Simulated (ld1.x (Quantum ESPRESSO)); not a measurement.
# How hard is this titanium TM potential?

Ti, norm-conserving Troullier–Martins (Kleinman–Bylander form), made with ld1.x (Quantum ESPRESSO) 7.5 (LDA (PZ), scalar-relativistic). Core [Ne], reference 3s2 3p6 3d2 4s1 4p0 (charge +1). Waves: 3s (bound): rc 1.55 bohr; 3p (bound): rc 1.75 bohr; 3d (bound): rc 1.25 bohr. Local part: the d channel. Core correction: a·sin(br)/r model core, default radius (core density twice the valence density).

Occupied shells without a wave of their own: 4s. They enter only through the test configuration that unscreens the potential, and ld1.x also counts them in the model core charge.

The pseudo-atom Hamiltonian at the reference potential is diagonalised in spherical Bessel functions j_l(qr) that vanish at 20 bohr, with q² up to the cutoff. All-electron valence levels (Ry): 3s -5.1177, 4s -0.7791, 3p -3.3921, 4p -0.4981, 3d -0.8556.

Task: How do the lowest levels (Ry) of each channel move with the cutoff, and are there ghosts?

Result:

| cutoff (Ry) | s #1 | s #2 | p #1 | p #2 | d #1 | f #1 | Σ f·Δε (mRy) |
| --- | --- | --- | --- | --- | --- | --- | --- |
| 8 | -5.0126 | -0.7673 | -2.2109 | -0.3846 | -0.3143 | -0.0618 | 8463.2 |
| 12 | -5.0818 | -0.7956 | -2.7471 | -0.4351 | -0.3448 | -0.0618 | 5018.4 |
| 18 | -5.0857 | -0.8014 | -3.1707 | -0.4747 | -0.3888 | -0.0618 | 2375.1 |
| 25 | -5.0983 | -0.8018 | -3.3429 | -0.4919 | -0.4330 | -0.0618 | 1227.9 |
| 35 | -5.1138 | -0.8028 | -3.3885 | -0.4971 | -0.5232 | -0.0618 | 742.2 |
| 50 | -5.1165 | -0.8126 | -3.3918 | -0.4978 | -0.6799 | -0.0618 | 393.5 |
| 60 | -5.1168 | -0.8233 | -3.3919 | -0.4978 | -0.7506 | -0.0618 | 240.6 |
| 80 | -5.1175 | -0.8426 | -3.3921 | -0.4978 | -0.8269 | -0.0618 | 66.0 |
| 100 | -5.1176 | -0.8501 | -3.3921 | -0.4979 | -0.8515 | -0.0618 | 9.0 |
| 120 | -5.1176 | -0.8508 | -3.3921 | -0.4979 | -0.8552 | -0.0618 | 0.9 |
| 160 | -5.1176 | -0.8508 | -3.3921 | -0.4979 | -0.8555 | -0.0618 | 0.2 |
| 400 | -5.1176 | -0.8509 | -3.3921 | -0.4979 | -0.8556 | -0.0618 | 0.0 |

Result: no extra level below or beside the all-electron valence levels (s, p, d, f tested); 10 mRy is reached at 100 Ry and 1 mRy at 120 Ry.

The potential misses its own reference levels by up to 1.0 eV. ld1.x takes every shell without a wave as core, so the model core holds the 4s electrons as well and exchange and correlation see them twice. This cancels in the reference configuration, but the file is broken for other ones, and its errors say nothing about a proper core correction. Its largest configuration-test error is -4271 meV.
